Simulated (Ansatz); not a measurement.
The same path of C₄H₁₁NSi (17 atoms, charge 0, multiplicity 1) was run twice with different band settings. The coordinate that changes most is the dihedral C3–Si4–C5–H15.

Theory: RKS B3LYP/def2-SVP in Ansatz.

Relaxed end points:

```xyz
17
Properties=species:S:1:pos:R:3
C -1.645 -1.328 -0.631
C -0.350 -1.130 0.139
C 0.987 -0.953 -0.678
Si 0.524 0.487 0.411
C -0.052 2.078 -0.396
N 1.233 0.782 1.969
H -2.525 -1.259 0.031
H -1.675 -2.316 -1.126
H -1.774 -0.569 -1.421
H -0.237 -1.859 0.955
H 1.802 -1.641 -0.419
H 0.856 -0.874 -1.766
H -0.532 1.870 -1.365
H 0.797 2.756 -0.584
H -0.770 2.609 0.248
H 1.253 0.022 2.642
H 2.090 1.325 2.032
```

```xyz
17
Properties=species:S:1:pos:R:3
C -1.883 -1.138 -0.164
C -0.439 -1.065 0.305
C 0.704 -1.113 -0.781
Si 0.652 0.438 0.252
C 0.101 2.037 -0.555
N 1.706 0.733 1.600
H -2.587 -0.915 0.655
H -2.132 -2.141 -0.556
H -2.089 -0.418 -0.974
H -0.239 -1.752 1.141
H 1.470 -1.885 -0.638
H 0.352 -1.082 -1.821
H 0.961 2.589 -0.971
H -0.399 2.694 0.174
H -0.595 1.833 -1.384
H 1.789 0.016 2.315
H 2.610 1.171 1.442
```

Common settings: climbing image yes; spring 5.0 eV/Å²; optimiser quadratic models (default); start path IDPP; force threshold 0.03 eV/Å; end points relaxed.

| run | movable images | iteration limit |
| --- | --- | --- |
| 1 | 9 | 36 |
| 2 | 1 | 60 |

(1) What does each run give, and how far can it be trusted?

## Answers

(1) Run 1: converged after 4 iterations, highest image 0.048 eV above the first end. A vibrational analysis at the climbing image gives one clearly imaginary mode, 139i cm⁻¹: a first-order saddle point.
Run 2: converged after 4 iterations, highest image 0.048 eV above the first end. Another band between the same ends (9 images) ends at a top of the same energy, where a vibrational analysis finds 1 clearly imaginary mode. So few images can step over the top or miss a turn of the path.
